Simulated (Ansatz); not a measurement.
Steps of a relaxation of C2H6FSi (`[CH2]C[SiH2]F`) radical with UKS PBE-D4/def2-SVP.

```sh
$ ansatz run in.yaml --threads 4 --pin off --events-out ev --progress --plain --max-ram 10444MiB
```

```yaml
crystal:
  periodic: [false, false, false]
  atoms:
    - {symbol: C, position_ang: [-0.539500, 1.405900, 0.193000]}
    - {symbol: C, position_ang: [-0.659900, -0.047000, 0.244800]}
    - {symbol: Si, position_ang: [0.840900, -0.960900, -0.329900]}
    - {symbol: F, position_ang: [0.669400, -2.525500, -0.172700]}
    - {symbol: H, position_ang: [-0.900100, 1.971300, -0.731000]}
    - {symbol: H, position_ang: [-0.234400, 2.039200, 1.030900]}
    - {symbol: H, position_ang: [-0.855200, -0.330100, 1.282500]}
    - {symbol: H, position_ang: [-1.470000, -0.357400, -0.365400]}
    - {symbol: H, position_ang: [1.183700, -0.644600, -1.697300]}
    - {symbol: H, position_ang: [2.048300, -0.602100, 0.548100]}
basis:
  gaussian: {orbitals: def2-SVP}
magnetization: {spin_polarized: true, initial_magnetization: 1}
hamiltonian: {xc: pbe, dispersion: d4}
relax: {f_tol: 0.03, max_steps: 200}
```

Positions (Å) and forces (eV/Å) along the path, 6 of 6 steps:

```xyz
10
step=1 energy=-12750.0038 eV
C    -0.539    1.406    0.193   -0.402    1.618   -1.566
C    -0.660   -0.047    0.245    0.473    0.600    1.015
Si    0.841   -0.961   -0.330    1.667    1.784    1.059
F     0.669   -2.526   -0.173   -0.468   -2.300    0.102
H    -0.900    1.971   -0.731    0.465   -0.587    0.916
H    -0.234    2.039    1.031    0.191   -0.073    0.260
H    -0.855   -0.330    1.282   -0.132   -0.540    0.529
H    -1.470   -0.357   -0.365   -1.473   -0.731   -0.966
H     1.184   -0.645   -1.697    0.087    0.214   -1.121
H     2.048   -0.602    0.548   -0.408    0.015   -0.228
10
step=2 energy=-12750.2482 eV
C    -0.564    1.412    0.181    0.020    0.678   -0.454
C    -0.694   -0.057    0.264   -0.103    0.367    0.426
Si    0.865   -0.933   -0.299    0.614    1.083    0.111
F     0.670   -2.527   -0.195   -0.162   -1.261    0.074
H    -0.832    1.960   -0.753    0.121   -0.292    0.355
H    -0.141    2.029    0.994   -0.010   -0.218   -0.028
H    -0.881   -0.381    1.306   -0.077   -0.139    0.135
H    -1.521   -0.412   -0.364   -0.341   -0.264   -0.235
H     1.147   -0.589   -1.716    0.081    0.059   -0.286
H     2.033   -0.554    0.585   -0.144   -0.015   -0.099
10
step=3 energy=-12750.3014 eV
C    -0.564    1.413    0.172    0.117    0.008    0.120
C    -0.730   -0.056    0.288   -0.121    0.072    0.000
Si    0.864   -0.909   -0.295    0.035    0.177   -0.070
F     0.687   -2.538   -0.213    0.004   -0.190    0.009
H    -0.796    1.939   -0.764   -0.023   -0.007   -0.068
H    -0.069    2.000    0.966   -0.062   -0.111   -0.055
H    -0.923   -0.390    1.333    0.031    0.017   -0.046
H    -1.557   -0.444   -0.350    0.027    0.025    0.033
H     1.162   -0.548   -1.725   -0.038   -0.001    0.043
H     2.008   -0.518    0.591    0.030    0.010    0.034
10
step=4 energy=-12750.3048 eV
C    -0.552    1.408    0.168    0.033   -0.029    0.026
C    -0.739   -0.057    0.287   -0.048    0.010    0.004
Si    0.862   -0.905   -0.294   -0.022   -0.013   -0.034
F     0.704   -2.544   -0.212    0.022    0.024   -0.001
H    -0.776    1.934   -0.772    0.000   -0.005   -0.016
H    -0.067    1.984    0.971   -0.008   -0.013   -0.004
H    -0.926   -0.388    1.333    0.001    0.016   -0.011
H    -1.570   -0.440   -0.348    0.031    0.011    0.016
H     1.142   -0.538   -1.724   -0.003   -0.005    0.017
H     2.005   -0.505    0.594   -0.007    0.004    0.003
10
step=5 energy=-12750.3060 eV
C    -0.541    1.397    0.168    0.014   -0.008   -0.006
C    -0.754   -0.062    0.292   -0.020   -0.015    0.007
Si    0.852   -0.900   -0.294    0.029    0.031   -0.011
F     0.734   -2.540   -0.213   -0.009   -0.035    0.004
H    -0.737    1.918   -0.781   -0.004    0.010   -0.011
H    -0.054    1.967    0.973    0.002    0.011    0.013
H    -0.943   -0.387    1.338    0.002   -0.002   -0.011
H    -1.585   -0.436   -0.346    0.010    0.001    0.008
H     1.121   -0.530   -1.725   -0.008    0.003    0.014
H     1.990   -0.479    0.591   -0.015    0.005   -0.007
10
step=6 energy=-12750.3061 eV
C    -0.533    1.394    0.167   -0.013    0.004    0.006
C    -0.755   -0.064    0.291    0.006    0.001   -0.002
Si    0.852   -0.899   -0.295   -0.004   -0.009    0.001
F     0.734   -2.540   -0.209    0.003   -0.009   -0.001
H    -0.731    1.918   -0.781    0.004   -0.001    0.001
H    -0.059    1.966    0.978    0.002   -0.001   -0.003
H    -0.946   -0.388    1.337    0.001    0.003   -0.002
H    -1.585   -0.435   -0.347    0.002    0.003    0.000
H     1.116   -0.531   -1.726   -0.003    0.004   -0.004
H     1.989   -0.473    0.587    0.001    0.005    0.004
```

It took 13 s on 4 threads of an Arm Neoverse N1 on a shared host, with 0.15 GiB of host memory at the peak.
